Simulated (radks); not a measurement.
Ionisation of the bromine ion Br2+, [Ar] 3d10 4s2 4p3, to [Ar] 3d10 4s2 4p2 as the strength of local exchange is varied. All-electron calculation, scalar-relativistic Kohn-Sham, Slater X-alpha exchange (alpha = 2/3 is LDA exchange), no correlation, spin-polarised, spherical densities, point nucleus; open shells are filled with parallel spins first. Program: a radial shooting solver on a logarithmic mesh with Libxc functionals.

| alpha | E(Br2+) (hartree) | exchange (hartree) | IE (eV) | -e of the level emptied (eV) | <r> of it (bohr) |
|---|---|---|---|---|---|
| 0.603 | -2590.72029 | -76.67132 | 33.012 | 27.377 (4p) | 1.875 |
| 0.607 | -2591.22949 | -77.19435 | 33.081 | 27.443 (4p) | 1.873 |
| 0.659 | -2597.85782 | -84.01087 | 33.972 | 28.309 (4p) | 1.855 |
| 0.667 | -2598.87899 | -85.06240 | 34.111 | 28.444 (4p) | 1.852 |
| 0.76 | -2610.77800 | -97.34207 | 35.737 | 30.029 (4p) | 1.821 |

NIST Atomic Spectra Database: 34.87 eV (measured). The Delta-SCF value meets it near alpha = 0.71. Open shells are spherical and high-spin; term and fine-structure splittings are not resolved.
